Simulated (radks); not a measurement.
Task: The iridium ion Ir+, 76 electrons, occupied as [Xe] 4f14 5d7 6s1. All-electron calculation, Dirac Kohn-Sham, PBE, spin-unpolarised, spherical densities, finite nucleus; open shells fill j = l - 1/2 first; Fermi nuclear charge, rms radius 5.4032 fm. Program: a radial shooting solver on a logarithmic mesh with Libxc functionals. Some entries of the table are withheld. Estimate them.

orbital,occ.,eigenvalue (eV),r(max) (bohr)
1s1/2,2,-75991.00,0.01082
2s1/2,2,-13290.73,(1)
2p1/2,2,(2),0.04620
2p3/2,4,(3),0.05336
3s1/2,2,(4),0.1759
3p1/2,2,-2864.806,0.1644
3p3/2,4,-2508.461,0.1790
3d3/2,4,-2090.331,0.1397
3d5/2,6,-2013.320,0.1437
4s1/2,2,-670.6202,0.3978
4p1/2,2,-565.1266,0.3965
4p3/2,4,-480.8523,0.4268
4d3/2,4,-307.6337,0.4211
4d5/2,6,-291.9888,0.4306
5s1/2,2,(5),0.8920
5p1/2,2,-72.6327,0.9477
4f5/2,6,-71.7350,0.3927
4f7/2,8,-68.6163,0.3974
5p3/2,4,-59.0885,1.029
5d3/2,4,(6),1.277
5d5/2,3,(7),1.318
6s1/2,1,-13.5066,2.330

Result: 
(1) 2s1/2 r(max) (bohr): 0.06251
(2) 2p1/2 eigenvalue (eV): -12735.30
(3) 2p3/2 eigenvalue (eV): -11107.82
(4) 3s1/2 eigenvalue (eV): -3114.462
(5) 5s1/2 eigenvalue (eV): -105.7319
(6) 5d3/2 eigenvalue (eV): -15.9385
(7) 5d5/2 eigenvalue (eV): -14.6807
